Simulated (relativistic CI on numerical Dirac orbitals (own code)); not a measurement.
## Fe³⁺: 2p photoemission

Computed with this model: Dirac-Coulomb-Breit CI, orbitals from a KLI potential per configuration, model QED (radiative potential, 1s self-energy scaled to tabulated hydrogen-like ionisation energies), valence Slater integrals scaled by 0.9, multiplet model of photoemission in the sudden approximation; configurations [Ar] 3d5 → [He] 2s2 2p5 3s2 3p6 3d5; 300 K; Lorentzian 0.5 eV and Gaussian 0.6 eV FWHM. Energies are those of the free ion, without screening or charge transfer. The energies are binding energies and can lie tens of eV above those of solids. S is read from ⟨S²⟩ = S(S + 1).

Field parameters in Wybourne normalisation: D3d B²₀ = −7Dσ, B⁴₀ = −14Dq − 21Dτ, B⁴₃ = −14√(10/7) Dq; Td as Oh with Dq negative (B⁴₀ = 21Dq, B⁴₄ = √(5/14) B⁴₀). The field is a parameter set, without covalency.

free ion: ground-state S = 2.50, centroid 768.08 eV. Peaks (eV, height): 761.5 (100), 763.1 (78), 764.3 (52), 769.0 (16), 770.8 (9), 776.4 (42), 777.9 (55).

D3d, 10Dq = 29400, Dσ = -590, Dτ = -290 cm⁻¹: ground-state S = 0.51, centroid 769.08 eV. Peaks (eV, height): 763.7 (100), 765.2 (39), 768.2 (8), 777.0 (42), 780.4 (7).

D3d, 10Dq = 30900, Dσ = -740, Dτ = 40 cm⁻¹: ground-state S = 0.51, centroid 769.08 eV. Peaks (eV, height): 763.6 (100), 765.3 (34), 768.3 (8), 777.4 (49).

Td, 10Dq = -13800 cm⁻¹: ground-state S = 2.50, centroid 768.08 eV. Peaks (eV, height): 761.5 (100), 763.0 (77), 764.2 (48), 769.1 (13), 771.5 (7), 776.4 (39), 777.9 (53).

Strongest unbroadened transitions for free ion:

```csv
Energy (eV),Relative strength
761.45,100.0
763.07,73.0
764.34,43.7
765.12,20.3
768.69,7.8
769.02,2.9
769.28,5.5
769.98,2.4
770.94,5.1
772.45,2.6
774.56,2.8
775.16,2.6
775.65,2.3
776.32,18.4
776.53,20.3
777.94,53.9
779.04,3.7
782.22,3.4
```
